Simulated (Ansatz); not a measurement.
Reaction (ligand exchange at a Ga–C bond): `C=[CH][Ga]([CH3])[F]` + H₂Se → `[CH3][Ga]([F])[SeH]` + ethylene

Gas-phase electronic energies from Ansatz, PBE0-D4/def2-TZVP geometries. CBS: MP2 limit from def2 TZ/QZ plus the TZ coupled-cluster correction, frozen cores. This one scheme is used for every species. Functionals use def2-TZVPP. For Ga, Se outer-core shells are correlated without core-valence functions, which leaves a few kJ/mol of doubt a bond. Scalar relativity is left out up to krypton. One conformer a species, not always the lowest.

`C=[CH][Ga]([CH3])[F]`:

Z-matrix (Å, degrees):
```
C
Ga 1 1.949
H 1 1.090 2 112.4
H 1 1.092 2 109.5 3 121.2
H 1 1.092 2 109.4 3 -121.2
C 2 1.940 1 136.3 3 0.1
F 2 1.775 1 113.6 3 -179.9
C 6 1.332 2 119.8 1 179.9
H 6 1.088 2 121.7 1 -0.0
H 8 1.086 6 121.5 2 -0.0
H 8 1.088 6 122.2 2 -179.9
```

H₂Se:

Cartesian coordinates in Å:
```
Se -0.584 0.354 -0.047
H 0.440 -0.069 -1.008
H 0.144 -0.285 1.055
```

`[CH3][Ga]([F])[SeH]`:

Z-matrix (Å, degrees):
```
C
Ga 1 1.947
H 1 1.090 2 111.4
H 1 1.092 2 109.3 3 120.6
H 1 1.091 2 109.4 3 -121.2
F 2 1.762 1 118.2 3 172.3
Se 2 2.316 1 129.6 3 -7.8
H 7 1.469 2 90.6 1 -179.7
```

`C=C`:

```xyz
6

C    -0.075   -0.442   -0.487
C     0.075    0.442    0.487
H     0.583   -0.455   -1.349
H    -0.861   -1.188   -0.462
H    -0.583    0.455    1.349
H     0.861    1.189    0.462
```

| level | ΔE (kcal/mol) |
| --- | --- |
| revPBE-D4 | -25.5 |
| B97M-V | -26.0 |
| PBE0-D4 | -26.5 |
| ωB97X-V | -25.4 |
| revPBE | -26.5 |
| r2SCAN0 | -27.2 |
| BHLYP | -27.0 |
| MP2/def2-TZVPP | -25.8 |

Q: What does CCSD(T)/CBS give? (An estimate is asked.)

A: Ansatz gave: -25.6 kcal/mol. The listed levels differ from it by 0.1, -0.4, -0.9, 0.2, -0.9, -1.6, -1.4, -0.2 kcal/mol.

Q: What do rigid-rotor, harmonic-oscillator terms from PBE0-D4/def2-TZVP frequencies (298.15 K, 1 bar) make of the CCSD(T)/CBS value? (Best estimate.)

A: The calculation gave: ΔZPE = +2.4 kcal/mol, ΔH = -23.5 kcal/mol, ΔS = -2 J/(mol·K), ΔG = -23.4 kcal/mol. Modes under 50 cm⁻¹ make the entropy rough.

Largest T1 diagnostic among the species: 0.013.

From BLYP to BHLYP (50 % exact exchange), in def2-TZVPP and without D4, ΔE moves by −0.9 kcal/mol. Leaving LDA and LC-ωPBE aside and taking each functional with its dispersion term where it has one, the values, not all of them listed here, spread over 1.7 kcal/mol, from BHLYP-D4 to CAM-B3LYP-D4. LDA lies +1.3 kcal/mol from PBE without D4. In def2-TZVPP, CCSD(T) changes the Hartree–Fock value by +2.8 kcal/mol (the triples alone add +0.2 kcal/mol) and MP2 by +2.2 kcal/mol.

CCSD(T)/CBS has its own doubt, a few kJ/mol and more with outer-core shells, so smaller differences from it don't rank the levels.
